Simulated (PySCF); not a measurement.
# Mayer bond orders and bond lengths

Species: CH₁₁OPSi₃.
Atom-mapped SMILES: `[CH3:1][Si@H:2]([PH2:3])[SiH2:4][O:5][SiH3:6]` (hydrogens: H7, H8, H9 on C1; H10 on Si2; H11, H12 on P3; H13, H14 on Si4; H15, H16, H17 on Si6)

Geometry (GFN2-xTB, Å), atoms numbered from 1 in this order:
```
atom  x, y, z in Å
C1    -1.3975   -0.9151    1.4674
Si2   -1.2052    0.4237    0.1157
P3    -3.2349    0.5441   -0.8632
Si4    0.5418   -0.0267   -1.3520
O5     1.9231    0.0551   -0.5084
Si6    3.1230    0.3144    0.5449
H7    -1.5990   -1.8891    1.0271
H8    -0.4938   -1.0013    2.0636
H9    -2.2214   -0.6855    2.1384
H10   -1.0981    1.7261    0.8146
H11   -2.8215    1.3668   -1.8943
H12   -3.0698   -0.5905   -1.6369
H13    0.5516   -1.3786   -1.9275
H14    0.6998    0.9370   -2.4489
H15    2.8363    1.5735    1.2306
H16    4.3477    0.3788   -0.2474
H17    3.1111   -0.8205    1.4665
```

Bond orders from the PBE0/pcSseg-1 density (PySCF). One conformer (not necessarily the lowest) at the GFN2-xTB geometry, without solvent, vibrations or thermal averaging.

Task: How far do the computed orders between heavy atoms stray from the drawn ones?

Result: The largest departure is 0.135, at Si2–Si4 (drawn single, 0.865). Drawn single, order below 0.88: Si2–Si4 (0.865).

Task: Give the Mayer order of every bond, beside its length.

Result: 
| bond | drawn as | length (Å) | Mayer order |
| --- | --- | --- | --- |
| C1–Si2 | single | 1.912 | 0.944 |
| Si2–P3 | single | 2.257 | 0.983 |
| Si2–Si4 | single | 2.326 | 0.865 |
| Si4–O5 | single | 1.621 | 0.910 |
| O5–Si6 | single | 1.618 | 0.930 |
| C1–H7 | single | 1.088 | 0.956 |
| C1–H8 | single | 1.086 | 0.960 |
| C1–H9 | single | 1.087 | 0.955 |
| Si2–H10 | single | 1.482 | 0.931 |
| P3–H11 | single | 1.382 | 0.932 |
| P3–H12 | single | 1.383 | 0.925 |
| Si4–H13 | single | 1.469 | 0.907 |
| Si4–H14 | single | 1.469 | 0.906 |
| Si6–H15 | single | 1.462 | 0.923 |
| Si6–H16 | single | 1.460 | 0.929 |
| Si6–H17 | single | 1.462 | 0.924 |

By pair of heavy elements: O–Si: lowest Si4–O5 (0.910, 1.621 Å), highest O5–Si6 (0.930, 1.618 Å).

Task: Sum the orders of all bonds at each heavy atom with more than one neighbour and set the sums beside the valence in the SMILES.

Result: C1 3.815 (drawn 4), Si2 3.723 (drawn 4), P3 2.840 (drawn 3), Si4 3.588 (drawn 4), O5 1.840 (drawn 2), Si6 3.706 (drawn 4). Orders between atoms that aren't bonded are not in these sums.

For a closed shell the Mayer order of atoms A and B is Σ (PS)μν (PS)νμ over the basis functions μ on A and ν on B, with P the density and S the overlap matrix.
